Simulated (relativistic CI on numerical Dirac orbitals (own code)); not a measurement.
# One change at a time: Ne2+

Base calculation: Dirac-Coulomb-Breit CI, orbitals from a KLI potential per configuration, a model potential for QED, valence Slater integrals scaled by 0.85, P86 correlation energy added to each configuration.

CI space (outside the closed core 1s2): 2s2.2p4, 2s.2p5, 2p6, 2s2.2p3.3s, 2s2.2p3.3p, 2s2.2p3.3d, 2s2.2p3.4s, 2s2.2p3.4p, 2s2.2p3.4d, 2s2.2p3.4f, 2s2.2p2.3s2, 2s.2p4.3s, 2s2.2p2.3s.3p, 2p5.3s, 2s2.2p2.3p2, 2s.2p4.3p. Levels of other configurations are missing.

Variants: (1) self-excluded LDA correlation estimate; (2) Slater integrals left unscaled; (3) QED terms removed; (4) only the first 3 configurations. Shifts of the energy above 2s2.2p4 3P_2, in cm⁻¹, for the lowest level and the first level of each name with at least 55 % of one term (blank where a level changes its place among those of its configuration and J or its character, or is not in the variant):

```tsv
Level	Base	Δ(1)	Δ(2)	Δ(3)	Δ(4)	Measured
2s2.2p4 3P_2	0	0	0	0	0	0
2s2.2p4 3P_1	635	0	-1	-2	+1	650
2s2.2p4 3P_0	908	0	+1	-3	+2	927
2s2.2p4 1D_2	24224	-5	+4106	-1	-581	25841
2s2.2p4 1S_0	47752	-50	+5795	+2	-339	55747
2s.2p5 3P°_2	215299	-997	-2278	+76	+2135	
2s.2p5 3P°_1	215875	-997	-2277	+74	+2136	204879
2s.2p5 3P°_0	216189	-997	-2277	+73	+2135	205204
2s.2p5 1P°_1	297912	-902	+11472	+75	+3191	
2s2.2p3.3s 5S°_2	310577	+4125	-5545	-25		
2s2.2p3.3s 3S°_1	319546	+4129	-3798	-25		
2s2.2p3.3p 5P_1	349680	+4775	-5420	-15		
2s2.2p3.3p 5P_2	349710	+4775	-5420	-15		
2s2.2p3.3p 5P_3	349762	+4775	-5420	-16
```

For a near-neutral ion this model can misplace configurations by up to about 10,000 cm⁻¹ (more where the count of f electrons changes) and terms by 10 to 25 % of their spread. Rates follow the energies as ν³ (E1, M1) or ν⁵ (E2), so they and the lifetimes can be off by large factors. The fine structure of a lone outer electron comes out too small, for d and f at times inverted, and misplaced configurations move strength between like terms. 28 of the 29 excited levels that our extract of the measured tables holds in this range could be paired (the sources list more); they are missed by 5999 cm⁻¹ on average and 41525 at most, and levels without a partner can miss by more.

Measured levels: Moore, Atomic Energy Levels, vol. I, NSRDS-NBS 35 (1971 reprint of NBS Circular 467, 1949).

Ionisation energy from the two ground configurations alone: base 63.58 eV; self-excluded LDA correlation estimate 64.22 eV; Slater integrals left unscaled 63 eV. The NIST ASD value (measured) is 63.4233 eV.
